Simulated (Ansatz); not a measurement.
Start from `[OH][GeH]([OH])[F]` and change one atom or group to get `[OH][GeH]([F])[CH2]Cl`.

Ansatz, PBE0-D4/def2-TZVP geometries, multiplicity 1. Each molecule was computed in one conformer, which needn't be the lowest.

Scalar relativity is left out up to krypton.

```csv
property,`[OH][GeH]([OH])[F]`
size of the dipole moment (B3LYP/def2-TZVPP) / D,1.11
LUMO energy (ωB97M-V/def2-TZVPP) / eV,1.80
HOMO–LUMO gap (ωB97M-V/def2-TZVPP) / eV,13.65
HOMO–LUMO gap (PBE0/def2-TZVPP) / eV,9.50
LUMO energy (PBE/def2-TZVPP) / eV,-0.91
HOMO–LUMO gap (PBE/def2-TZVPP) / eV,6.75
```

Q: Give the same properties after the change, and the shifts. (Best estimate.)

A: Computed: 
```csv
property,`[OH][GeH]([F])[CH2]Cl`,shift
size of the dipole moment (B3LYP/def2-TZVPP) / D,1.45,0.34
LUMO energy (ωB97M-V/def2-TZVPP) / eV,1.78,-0.02
HOMO–LUMO gap (ωB97M-V/def2-TZVPP) / eV,12.38,-1.27
HOMO–LUMO gap (PBE0/def2-TZVPP) / eV,8.30,-1.20
LUMO energy (PBE/def2-TZVPP) / eV,-1.09,-0.18
HOMO–LUMO gap (PBE/def2-TZVPP) / eV,5.89,-0.86
```

With PBE0 the HOMO rises by 1.05 eV and the LUMO falls by 0.15 eV, so the gap narrows by about 1.20 eV. PBE moves the HOMO by 0.68 eV and ωB97M-V by 1.24 eV. Dipoles are sizes alone; their direction can turn.

B3LYP here is the variant with VWN-RPA as its local correlation; programs differ in this.
